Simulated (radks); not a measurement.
Problem. Excited configurations of Nd I: one electron is placed in a higher orbital outside [Xe] 4f4 6s1. The ground configuration is [Xe] 4f4 6s2. All-electron calculation, scalar-relativistic Kohn-Sham, LDA (Slater exchange, Perdew-Wang correlation), spin-polarised, spherical densities, finite nucleus; open shells are filled with parallel spins first (spin-orbit coupling, left out, can overturn this in heavy ions); Fermi nuclear charge, rms radius 4.9123 fm. Program: a radial shooting solver on a logarithmic mesh with Libxc functionals. Excitation = E - E(ground); binding = E(ion) - E, where the ion is the core of charge +1; n* = 1/sqrt(2 binding) in atomic units, and the quantum defect is n - n*.

outer orbital  excitation (eV)  binding (eV)     n*  quantum defect  eigenvalue (eV)  <r> (bohr)
5d                       1.073         4.604  1.719           3.281           -1.687       3.506
6p                       1.866         3.811  1.889           4.111           -2.055       5.642
6d                       4.099         1.579  2.936           3.064           -0.783       10.90
6f                       4.998         0.679  4.478           1.522           -0.387       27.14
7s                       3.475         2.202  2.486           4.514           -1.346       10.07
7d                       4.713         0.964  3.757           3.243           -0.569       20.61

Estimate the row for 7f.

Solution. excitation (eV) 5.184; binding (eV) 0.493; n* 5.253; quantum defect 1.747; eigenvalue (eV) -0.306; <r> (bohr) 40.92. The Delta-SCF ionisation energy is 5.677 eV (NIST Atomic Spectra Database: 5.525 eV, measured). Self-interaction in the functional shifts the binding energies and quantum defects, so they are the method's values and not measured ones. Open shells are spherical and high-spin; term and fine-structure splittings are not resolved. Spin-orbit splitting is averaged out at the scalar-relativistic level.
